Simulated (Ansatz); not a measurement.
Species: sum formula SiH3Cl (charge +1, doublet). 
Coordinates optimised at B3LYP-D3(BJ)/def2-TZVP (Ansatz, an electronic-structure program):
```xyz
5

Si    -0.9588    -0.3094     0.0268
Cl     1.0190     0.2811    -0.0170
H     -1.3334    -1.1399    -1.1235
H     -1.1064     1.2263    -0.3516
H     -1.4589    -0.5330     1.3882
```
Charge +1, spin multiplicity 2.

Basis-set convergence of Hartree-Fock and MP2 correlation energies (hartree) with Ansatz. Valence correlation only, unless marked. UHF or UKS for open shells. Spin-orbit coupling is left out. Non-relativistic.

```json
[
 {"basis": "aug-cc-pV(D+d)Z", "functions": "91", "E(HF)": "-749.83906", "E(corr, MP2)": "-0.23694"},
 {"basis": "aug-cc-pV(T+d)Z", "functions": "179", "E(HF)": "(withheld)", "E(corr, MP2)": "(withheld)"}
]
```

**Question.** Some entries are withheld; supply them.

**Answer.** 
- aug-cc-pV(T+d)Z, E(HF): -749.86762
- aug-cc-pV(T+d)Z, E(corr, MP2): -0.29755
